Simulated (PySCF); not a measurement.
## Computed data sheet: `C=C(C)[C@@](C)(CC)[GeH2][NH][SiH3]`

C7H19GeNSi.
Cartesian coordinates in Å at the PBE0-D3(BJ)/def2-SVP level; atoms count from 1:
```
atom  x, y, z in Å
C1    -2.417    0.666    1.156
C2    -1.526   -0.236    0.710
C3    -1.607   -1.661    1.180
C4    -0.377    0.128   -0.209
C5     0.136   -1.043   -1.052
C6    -0.652    1.350   -1.104
C7    -1.753    1.154   -2.139
Ge8    1.083    0.673    1.033
N9     2.672    0.906    0.123
Si10   3.188    2.294   -0.777
H11   -2.409    1.711    0.840
H12   -3.198    0.374    1.863
H13   -2.398   -1.784    1.933
H14   -0.657   -1.999    1.625
H15   -1.825   -2.346    0.344
H16    0.991   -0.718   -1.664
H17    0.475   -1.892   -0.440
H18   -0.639   -1.425   -1.737
H19   -0.890    2.226   -0.480
H20    0.286    1.611   -1.626
H21   -1.911    2.077   -2.718
H22   -1.501    0.359   -2.857
H23   -2.707    0.886   -1.663
H24    1.335   -0.416    2.096
H25    0.712    2.027    1.666
H26    3.246    0.070    0.055
H27    4.651    2.545   -0.580
H28    2.403    3.465   -0.282
H29    2.963    2.187   -2.258
```

Structural features include: C=C double bond and Si–H bond.

**PBE0-D3(BJ)/def2-SVP geometry optimisation, gas phase (PySCF)**

| Item | Value |
| --- | --- |
| Point group | C1 |
| Rotational constants A, B, C | 1.215, 0.557, 0.467 GHz |

From KT2/pcSseg-1 ground state and GIAO shieldings, non-relativistic (PySCF):

| Quantity | Value |
| --- | --- |
| Dipole moment | 1.34 D |
| HOMO energy | -5.41 eV |
| LUMO energy | -0.98 eV |
| HOMO–LUMO gap | 4.43 eV |
| 13C chemical shifts (computed TMS as zero) by class | 143.5 (C2), 106.7 (C1), 44.3 (C4), 31.7 (C6), 25.6 (C3), 18.4 (C5), 6.7 (C7) ppm |
| 1H chemical shifts (computed TMS as zero) by class | 5.09 (H12), 4.98 (H27/H28/H29), 4.81 (H24), 4.78 (H11), 4.25 (H25), 2.11 (H19), 1.79 (H13/H14/H15), 1.63 (H20), 1.27 (H16/H17/H18), 0.96 (H21/H22/H23), -0.52 (H26) ppm |
| Isotropic shieldings of nuclei other than C and H, by class | 255 (N9), 409 (Si10), 1363 (Ge8) ppm |

Monoisotopic mass (most abundant isotopes): 219.0499 u.

The rotational constants make it an asymmetric top with κ = (2B − A − C)/(A − C) = -0.76, nearer the prolate limit (−1). With B = h/(8π²I), that is 505.379 GHz u Å² over I, the principal moments of inertia are 415.8, 907.6 and 1081.2 u Å² (most abundant isotopes). The dipole equals about 4.5 × 10⁻³⁰ C·m (1 D = 3.33564 × 10⁻³⁰ C·m).

 Relativistic effects, spin–orbit coupling among them, are left out although an element past zinc is present. Atoms bound to Ge lack the heavy atom's spin–orbit term in their shielding, so their NMR values are less reliable. NMR classes are plain means over equivalent atoms (diastereotopic ones count apart unless rotation or inversion swaps them), as if these changed places fast; in this geometry the members of some classes differ.

For the geometry optimisation (PBE0-D3(BJ)/def2-SVP), on an Arm Neoverse N1 with one thread (shared host), this took 15 min.

One conformer stands for the species.
